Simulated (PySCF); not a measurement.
Correlation energy of Sr (strontium, neutral)

[Kr] 5s1 5p1, high-spin 3P determinant (an excited configuration). Calculation: PySCF 2.14, in ANO-RCC-VTZP (7s6p3d1f, 47 functions); the spin-free X2C one-electron Hamiltonian (Gaussian nucleus). Frozen: [Kr]; 2 electrons correlated.

With two correlated electrons CCSD is exact within the correlated space (frozen core and kept virtual orbitals).

```tsv
level	correlation energy (mhartree)
CCSD	-2.80
```

Diagnostics: T1 = 0.0083, D1 = 0.0164, largest double amplitude 0.079.

Cost of the coupled-cluster step: about 0.3 core-seconds, for 2 correlated electrons.

The basis was made for the ground configuration and has no added diffuse functions, which can raise the energy of the promoted electron.
